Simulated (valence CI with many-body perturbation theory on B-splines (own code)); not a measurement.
Level structure of Rb23+

Level of theory: valence CI with perturbative core correlation (CI+MBPT): four valence electrons over a frozen Dirac-Fock core [Ne], radial functions for each j: 11 s, 11 p, 9 d, 7 f, 5 g, 2 h, 1 i, with the one-electron correlation potential Σ1, the two-electron term Σ2, the three-electron term Σ3, Breit, model QED; selected CI, second order for the rest (own B-spline code, finite nucleus).

No measured spectrum was set against this ion. As an estimate, levels of excited configurations hold to 0.05 to 0.15 % of their energy, terms of the ground configuration to about 0.5 %.

Levels 1 to 45 of 70, with energies above the lowest level, 3s2 3p2 3P_0. "Leading %" is the weight of the configuration and term that name the level; weights of strongly mixed levels are sums over their largest components and can fall short. Lifetimes count E1, E2, E3, M1 and M2 decay at the calculated energies, and are blank where another channel may lead or the interval is too uncertain; long ones can be off by a factor of two.

```
No.  Configuration  Term  J  E (cm⁻¹)  Leading %  Lifetime      g
  1        3s2 3p2    3P  0         0         83                 
  2        3s2 3p2    3P  1     79992         98    128 μs  1.499
  3        3s2 3p2    3P  2    107700         56   5.78 ms  1.284
  4        3s2 3p2    1D  2    210970         56   41.8 μs  1.212
  5        3s2 3p2    1S  0    282770         82   14.3 μs       
  6         3s 3p3   5S°  2    501850         84   1.53 ns  1.915
  7         3s 3p3   3D°  1    610640         66    103 ps  0.717
  8         3s 3p3   3D°  2    623350         64    207 ps  1.289
  9         3s 3p3   3D°  3    654070         88    265 ps  1.330
 10         3s 3p3   3P°  0    718540         90   71.5 ps       
 11         3s 3p3   1D°  2    724930         28   89.3 ps  1.179
 12         3s 3p3   3P°  1    729070         68   56.3 ps  1.338
 13         3s 3p3   3P°  2    793780         33    165 ps  1.139
 14      3s2 3p 3d   3F°  2    832010         65   75.8 ps  0.818
 15         3s 3p3   3S°  1    833930         56   7.75 ps  1.589
 16      3s2 3p 3d   3F°  3    859040         90    136 ps  1.092
 17      3s2 3p 3d   3P°  2    919210         49   9.86 ps  1.302
 18      3s2 3p 3d   3D°  1    923990         35   8.10 ps  0.943
 19      3s2 3p 3d   3F°  4    930740         98            1.248
 20         3s 3p3   1P°  1    945860         41   7.54 ps  1.189
 21      3s2 3p 3d   3D°  2    994270         39   6.74 ps  1.056
 22      3s2 3p 3d   3P°  0   1002000         89   9.43 ps       
 23      3s2 3p 3d   3D°  3   1006200         74   7.83 ps  1.285
 24      3s2 3p 3d   3P°  1   1014500         59   8.64 ps  1.235
 25      3s2 3p 3d   3P°  2   1028900         38   9.01 ps  1.286
 26      3s2 3p 3d   1F°  3   1086100         86   7.78 ps  1.035
 27      3s2 3p 3d   1P°  1   1119900         75   8.80 ps  0.975
 28            3p4    3P  2   1198500         43   55.1 ps  1.375
 29      3s 3p2 3d    5F  1   1220000         83    643 ps  0.160
 30      3s 3p2 3d    5F  2   1235600         75    216 ps  1.091
 31      3s 3p2 3d    5F  3   1258100         68    286 ps  1.319
 32            3p4    3P  0   1266800         38   42.7 ps       
 33      3s 3p2 3d    3P  1   1277900         35   84.5 ps  1.403
 34      3s 3p2 3d    5D  2   1296900         29    120 ps  1.189
 35      3s 3p2 3d    5F  4   1298100         83   5.15 ns  1.364
 36      3s 3p2 3d    5D  0   1302700         84    101 ps       
 37      3s 3p2 3d    5D  3   1307900         40    114 ps  1.342
 38      3s 3p2 3d    5D  1   1311500         67   69.1 ps  1.464
 39      3s 3p2 3d    5D  2   1312800         30   67.3 ps  1.218
 40      3s 3p2 3d    5D  4   1329000         54   1.42 ns  1.387
 41      3s 3p2 3d    5F  5   1335800         91   1.91 ns  1.380
 42      3s 3p2 3d    3F  2   1337300         74    120 ps  0.820
 43      3s 3p2 3d    3F  3   1366800         58   33.0 ps  1.265
 44      3s 3p2 3d    5P  3   1390700         51   14.0 ps  1.520
 45      3s 3p2 3d    5P  2   1398900         78   9.92 ps  1.750
```

Names give the largest LS component (configuration and term), which can be under half, so a name can repeat, a term be missing and a line seem to break the LS rules; names also repeat where a configuration has a term twice.

The ionisation energy to 3s2 3p 2P°_1/2 of the next ion comes out as 1079.4 eV (NIST: 1080 ± 3 eV (semi-empirical)). All 70 levels together are meant to be complete up to 1586200 cm⁻¹.
